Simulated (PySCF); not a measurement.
AlF₂, SMILES [F][Al+][F], charge +1.

Geometry optimised at B3LYP-D3(BJ)/def2-TZVP. The spin state was assumed, not searched. The isomer is the one that the SMILES or the coordinates give; other isomers of the formula were not compared.

Method: IEF-PCM-B3LYP/def2-SVP run with PySCF 2.14.0.

The values are the electrostatic part of the solvation free energy, E(continuum) − E(gas) at the gas-phase geometry, in a cavity of scaled van der Waals radii (PySCF's table); cavitation and dispersion terms are not included. A continuum can't describe solvent molecules that bind to the metal. In vacuum the orbital gap is 8.40 eV.

```
solvent                    ε  ΔG(elec) (kcal/mol)  gap (eV)
---------------------  -----  -------------------  --------
water                  78.36                -85.0      8.94
acetone                20.49                    ?         ?
N,N-dimethylformamide  37.22                -83.7      8.92
```

**Question.** Complete the blanks. (An estimate is asked for; the answer gives what the named calculation found.)

**Answer.** 
- acetone, ΔG(elec) (kcal/mol): -81.6
- acetone, gap (eV): 8.91
